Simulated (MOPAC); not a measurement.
Input for MOPAC: PM6 on H3Mo (SMILES [MoH3]), 2S+1 = 4, a spin state set in the input, which need not be the lowest.

```
PM6 1SCF PRECISE CHARGE=0 UHF MS=1.5 THREADS=1
H3Mo

Mo     0.40227730 1     0.07120110 1    -0.19138553 1
H      0.49265057 1    -0.45270498 1     1.42482676 1
H     -0.46736936 1     1.53313720 1    -0.22003407 1
H     -0.48554623 1    -1.08466804 1    -1.06945131 1
```

Output:

```
*******************************************************************************
 **                                                                           **
 **                              MOPAC v23.2.5                                **
 **                                                                           **
 *******************************************************************************
 ** MOPAC's Digital Object Identifier: https://doi.org/10.5281/zenodo.6511958 **
 **                                                                           **
 ** Please cite the open-source release paper for use of this MOPAC version:  **
 ** J. E. Moussa and J. J. P. Stewart (2026)                                  **
 ** MOPAC: An open-source semiempirical molecular orbital program             **
 ** J. Open Source Softw., 11(119), 8025, https://doi.org/10.21105/joss.08025 **
 *******************************************************************************

                              PM6 CALCULATION RESULTS

 *******************************************************************************
 *  PM6        - The PM6 Hamiltonian to be used
 *  UHF        - UNRESTRICTED HARTREE-FOCK CALCULATION
 *
 *
 *
 *                 CHARGE ON SYSTEM = 0
 *
 *
 *
 *  MS=        - IN MECI, MAGNETIC COMPONENT OF SPIN =  1.5
 *  PRECISE    - TIGHTER CRITERIA TO BE USED
 *  1SCF       - DO 1 SCF AND THEN STOP
 *  THREADS=1  - MULTI-THREADING NOT USED
 *  T=         - A TIME OF 172800.0 SECONDS REQUESTED
 *  DUMP=N     - RESTART FILE WRITTEN EVERY 7200.0 SECONDS REQUESTED
 *******************************************************************************
PM6 1SCF PRECISE CHARGE=0 UHF MS=1.5 THREADS=1
 H3Mo

   ATOM   CHEMICAL          X               Y               Z
  NUMBER   SYMBOL      (ANGSTROMS)     (ANGSTROMS)     (ANGSTROMS)

     1      Mo          0.40227730  *   0.07120110  *  -0.19138553  *
     2       H          0.49265057  *  -0.45270498  *   1.42482676  *
     3       H         -0.46736936  *   1.53313720  *  -0.22003407  *
     4       H         -0.48554623  *  -1.08466804  *  -1.06945131  *



          CARTESIAN COORDINATES

    NO.       ATOM           X           Y           Z

     1        Mo          0.4023      0.0712     -0.1914
     2         H          0.4927     -0.4527      1.4248
     3         H         -0.4674      1.5331     -0.2200
     4         H         -0.4855     -1.0847     -1.0695

 General Reference for PM6:
 "Optimization of Parameters for Semiempirical Methods V: Modification of NDDO Approximations
 and Application to 70 Elements", J. J. P. Stewart, J. Mol. Mod., 13, 1173-1213 (2007)
 URL: https://link.springer.com/article/10.1007/s00894-007-0233-4

           Empirical Formula: H3 Mo  =     4 atoms



      MOLECULAR POINT GROUP   :   C3v


          UHF CALCULATION, NO. OF ALPHA ELECTRONS =    6
                           NO. OF BETA  ELECTRONS =    3

 -------------------------------------------------------------------------------
 PM6 1SCF PRECISE CHARGE=0 UHF MS=1.5 THREADS=1
 H3Mo



     1SCF WAS SPECIFIED, SO BFGS WAS NOT USED
     SCF FIELD WAS ACHIEVED


                              PM6 CALCULATION
                                                       MOPAC v23.2.5 Linux




          FINAL HEAT OF FORMATION =        120.82741 KCAL/MOL =     505.54190 KJ/MOL


          COSMO AREA              =         86.30 SQUARE ANGSTROMS
          COSMO VOLUME            =         73.99 CUBIC ANGSTROMS

          IONIZATION POTENTIAL    =          7.421485 EV
          ALPHA SOMO LUMO (EV)    =         -7.421  3.105
          BETA  SOMO LUMO (EV)    =         -9.390  3.568
          NO. OF ALPHA ELECTRONS  =          6
          NO. OF BETA  ELECTRONS  =          3
          MOLECULAR WEIGHT        =         98.9637         POINT GROUP:  C3v

          MOLECULAR DIMENSIONS (Angstroms)

            Atom       Atom       Distance
            H     4    H     2     2.75276
            H     3    H     2     2.38293
            H     2   Mo     1     0.60828


          SCF CALCULATIONS        =          1





   ATOM   CHEMICAL          X               Y               Z
  NUMBER   SYMBOL      (ANGSTROMS)     (ANGSTROMS)     (ANGSTROMS)

     1      Mo          0.40227730  *   0.07120110  *  -0.19138553  *
     2       H          0.49265057  *  -0.45270498  *   1.42482676  *
     3       H         -0.46736936  *   1.53313720  *  -0.22003407  *
     4       H         -0.48554623  *  -1.08466804  *  -1.06945131  *

                             CARTESIAN COORDINATES

   1   Mo        0.402277300     0.071201100    -0.191385530
   2    H        0.492650570    -0.452704980     1.424826760
   3    H       -0.467369360     1.533137200    -0.220034070
   4    H       -0.485546230    -1.084668040    -1.069451310


           Empirical Formula: H3 Mo  =     4 atoms



      MOLECULAR POINT GROUP   :   C3v


          ALPHA EIGENVALUES
 -11.35043 -11.34874  -9.90520  -8.54415  -8.54336  -7.42148   3.10488   3.53776
   3.53823   5.48263   6.64247   6.64451


           BETA EIGENVALUES
 -10.85089 -10.84852  -9.39018   3.56777   3.56836   4.07771   4.83935   4.84067
   5.01552   6.76448   7.30663   7.30815


              NET ATOMIC CHARGES AND DIPOLE CONTRIBUTIONS

  ATOM NO.   TYPE          CHARGE      No. of ELECS.   s-Pop       p-Pop       d-Pop
    1         Mo           0.348299        5.6517     0.67053     0.09092     4.89025
    2          H          -0.116099        1.1161     1.11610
    3          H          -0.116084        1.1161     1.11608
    4          H          -0.116116        1.1161     1.11612
 DIPOLE           X         Y         Z       TOTAL
 POINT-CHG.     0.930     0.122    -0.396     1.018
 HYBRID         0.484     0.063    -0.206     0.530
 SUM            1.414     0.184    -0.602     1.548


          ATOMIC ORBITAL ELECTRON POPULATIONS

     Atom    s        px        py        pz      x^2-y^2     xz        z^2       yz        xy
    1 Mo   0.67053   0.02183   0.03569   0.03340   1.00363   1.00202   0.95677   0.96528   0.96256
    2  H   1.11610
    3  H   1.11608
    4  H   1.11612


                    (SZ)    =    1.500000
                    (S**2)  =    3.779638


          ATOMIC ORBITAL SPIN POPULATIONS

    Atom   Total    s     px     py     pz   x^2-y^2  xz     z^2    yz     xy
         Atomic
    1 Mo  3.2705  0.315  0.008  0.004  0.005  0.813  0.829  0.342  0.557  0.398
    2  H -0.0902 -0.090
    3  H -0.0902 -0.090
    4  H -0.0901 -0.090

 **********************
 *                    *
 * JOB ENDED NORMALLY *
 *                    *
 **********************




 == MOPAC DONE ==
```

The run finished.

Cost: about 0.03 core-seconds (a rough figure).
